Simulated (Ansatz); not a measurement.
Stepwise reaction of `SB(Cl)Cl` with hydrogen, as a gas-phase model of exchange steps in deposition or etching. ΔE in kJ/mol; ΔG adds harmonic PBE0-D4 terms to CCSD(T)/CBS, at 1 bar.

Program: Ansatz. Geometries: PBE0-D4/def2-TZVP. ΔE: electronic, gas phase. CBS: MP2 limit from def2 TZ/QZ plus the TZ coupled-cluster correction, frozen cores. This one scheme is used for every species. DFT in def2-TZVPP. B3LYP here is the variant with VWN-RPA as its local correlation; programs differ in this. Each species was taken in one conformer, which may not be the lowest.

| step | reaction | PBE-D4 | B3LYP-D4 | ωB97M-V | CCSD(T)/CBS | ΔG(500 K) |
| --- | --- | --- | --- | --- | --- | --- |
| 1 | `SB(Cl)Cl` + H₂ → `SBCl` + HCl | 60.3 | 54.1 | 54.5 | 52.8 | 48.9 |
| 2 | `SBCl` + H₂ → `BS` + HCl | 68.5 | 62.1 | 62.3 | 61.7 | 58.1 |

Task: By hand: ΔE of the 2 steps together at CCSD(T)/CBS.

Result: (52.8) + (61.7) = 114.5 kJ/mol, or 57.2 kJ/mol a step.

In ΔE each step is higher than the one before. All are uphill at CCSD(T)/CBS. ΔG lies between 48.9 and 58.1 kJ/mol a step. PBE-D4 differs from CCSD(T)/CBS by 6.8 to 7.5 kJ/mol a step. Isolated molecules leave out the surface, adducts and barriers. Largest T1 diagnostic: 0.015.
